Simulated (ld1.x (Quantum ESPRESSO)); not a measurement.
## Co, TM semilocal: configuration errors across variants

ld1.x (Quantum ESPRESSO) 7.5 input, shortened:

```
&input
   title='Co', zed=27., rel=1, dft='PBE', iswitch=3,
   config='[Ar] 3d7.5 4s1.5 4p0 4f-2'
 /
 &inputp
   pseudotype=1, tm=.true., lloc=2,
   nlcc=.false.
 /
4
3S  1  0   2.00   0.00  0.95  0.95  0.0
3P  2  1   6.00   0.00  1.35  1.35  0.0
4F  4  3  -2.00   0.50  1.25  1.25  0.0
3D  3  2   7.50   0.00  0.75  0.75  0.0
 &test
   configts(1)='3s2 3p6 3d7.5 4s1.5 4p0'
 /
```

Occupied shells without a wave of their own: 4s. They enter only through the test configuration that unscreens the potential.

All-electron excitation energies from the reference (eV): (1) 3s2 3p6 3d7 4s2 4p0 0.961; (2) 3s2 3p6 3d7 4s1 4p0 9.991; (3) 3s2 3p6 3d7 4s0 4p0 26.776; (4) 3s2 3p6 3d8 4s0 4p0 7.432; (5) 3s2 3p5 3d7 4s2 4p0 74.484; (6) 3s2 3p6 3d6 4s2 4p1 10.621; (7) 3s2 3p6 3d5 4s0 4p0 117.998.

A semilocal file is local in each channel, so a ghost entry of none says nothing of the separable form that plane-wave codes build from it.

For the base: The 4s level has no wave, so the channel is fitted at the deeper level alone: the likely source of the large errors.

The file “all radii scaled by about 1.15 (s 1.10, p 1.56, d 0.86, f 1.44 bohr)” misses its own reference levels by 0.4 eV. The file “all radii scaled by about 1.21 (s 1.16, p 1.64, d 0.90, f 1.52 bohr)” misses its own reference levels by 0.5 eV. The file “all radii scaled by about 1.29 (s 1.22, p 1.74, d 0.98, f 1.62 bohr)” misses its own reference levels by 0.7 eV. The file “all radii scaled by about 1.38 (s 1.32, p 1.86, d 1.04, f 1.72 bohr)” misses its own reference levels by 1.0 eV.

Errors AE − PS in meV (a dash: test not solved or not reliable):

| change | (1) | (2) | (3) | (4) | (5) | (6) | (7) | bound ghosts |
| --- | --- | --- | --- | --- | --- | --- | --- | --- |
| base | +96 | -123 | -472 | -287 | +185 | +185 | -952 | none |
| all radii scaled by about 0.78 (s 0.74, p 1.06, d 0.58, f 0.98 bohr) | +29 | -26 | -113 | -76 | +52 | +91 | -187 | none |
| all radii scaled by about 0.82 (s 0.78, p 1.10, d 0.62, f 1.02 bohr) | +32 | -34 | -138 | -88 | +58 | +98 | -246 | none |
| all radii scaled by about 1.07 (s 1.02, p 1.44, d 0.80, f 1.34 bohr) | +153 | -201 | -765 | -466 | +300 | +256 | -1562 | none |
| all radii scaled by about 1.15 (s 1.10, p 1.56, d 0.86, f 1.44 bohr) | +240 | -316 | -1199 | -733 | +477 | +306 | -2476 | none |
| all radii scaled by about 1.21 (s 1.16, p 1.64, d 0.90, f 1.52 bohr) | +316 | -418 | -1582 | -971 | +629 | +356 | -3272 | none |
| all radii scaled by about 1.29 (s 1.22, p 1.74, d 0.98, f 1.62 bohr) | +408 | -542 | -2045 | -1261 | +806 | +407 | -4229 | none |
| all radii scaled by about 1.38 (s 1.32, p 1.86, d 1.04, f 1.72 bohr) | +575 | -766 | -2875 | -1790 | +1119 | +481 | -5914 | none |

(1) Give the same row for: all radii scaled by about 0.90 (s 0.86, p 1.22, d 0.68, f 1.12 bohr).

Answers

(1) +51, -62, -243, -150, +96, +131, -469; bound ghosts: none.
